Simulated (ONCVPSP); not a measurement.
**Which change was made? (Pb, ONCV)**

| Item | Value |
| --- | --- |
| Element | Pb (Z = 82) |
| Generator | ONCVPSP 4.0.1 |
| Type | optimised norm-conserving Vanderbilt (ONCV) |
| Functional | PBE |
| Relativity | fully relativistic |
| Frozen core | [Kr] 4d10 4f14 |
| Valence charge | 22 |
| Reference configuration | 5s2 5p6 5d10 6s2 6p1.5 (charge +0.5) |
| Partial waves | 5s+6s: rc 1.45 bohr, ncon 3, nbas 6, qcut 9.7 1/bohr, 2 projectors; 5p+6p: rc 1.70 bohr, ncon 4, nbas 7, qcut 9.9 1/bohr, 2 projectors; 5d: rc 1.95 bohr, ncon 4, nbas 8, qcut 9.7 1/bohr, 1 projector |
| Local potential | polynomial inside 1.10 bohr (lpopt 2, dvloc0 3 Ha) |
| Core correction | Teter function, fcfact 5, rcfact 1.35 |

Open shells are filled in proportion to 2j + 1.

Cutoffs, loose and tight: the cutoffs (Ha) at which the residual kinetic energy of the hardest occupied pseudo-wave falls to 1 and 0.1 mHa per electron. They do not see the model core or the augmentation charge, which bear on the density cutoff. Test errors are all-electron minus pseudo excitation energies from the reference, over the configurations 5s2 5p6 5d10 6s2 6p2; 5s2 5p6 5d10 6s2 6p1; 5s2 5p6 5d10 6s2 6p0; 5s2 5p6 5d9 6s2 6p3; variants that change the core or the reference have their own tests.

The base gives: outcome: generated; cutoff, loose: 33 Ha; cutoff, tight: 38 Ha; bound ghosts: none; GHOST(+) flags above zero: none; largest test error (meV): -1.8.

(1) After one change the result is: outcome: generated; cutoff, loose: 33 Ha; cutoff, tight: 38 Ha; bound ghosts: none; GHOST(+) flags above zero: none; largest test error (meV): +45. Which change was it?
A. d: rc 2.4
B. core [Xe] 4f14, valence charge 14; reference 5d10 6s2 6p1; waves now 6s: rc 2.10 bohr, ncon 5, nbas 9, qcut 3.8 1/bohr, 1 projector; 6p: rc 1.90 bohr, ncon 3, nbas 6, qcut 4.9 1/bohr, 1 projector; 5d: rc 1.50 bohr, ncon 3, nbas 8, qcut 8.2 1/bohr, 2 projectors, debl 3.6 Ha; local potential polynomial inside 1.15 bohr (lpopt 4, dvloc0 -1 Ha)
C. s: qcut 8.6; p: qcut 8.8; d: qcut 8.6

Results:

(1) A. The others give: s: qcut 8.6; p: qcut 8.8; d: qcut 8.6 → outcome: generated; cutoff, loose: 27 Ha; cutoff, tight: 32 Ha; bound ghosts: none; GHOST(+) flags above zero: p3/2; largest test error (meV): +2.5 | core [Xe] 4f14, valence charge 14; reference 5d10 6s2 6p1; waves now 6s: rc 2.10 bohr, ncon 5, nbas 9, qcut 3.8 1/bohr, 1 projector; 6p: rc 1.90 bohr, ncon 3, nbas 6, qcut 4.9 1/bohr, 1 projector; 5d: rc 1.50 bohr, ncon 3, nbas 8, qcut 8.2 1/bohr, 2 projectors, debl 3.6 Ha; local potential polynomial inside 1.15 bohr (lpopt 4, dvloc0 -1 Ha) → outcome: failed: ERROR pspot: first pseudo wave function has node, program will stop.
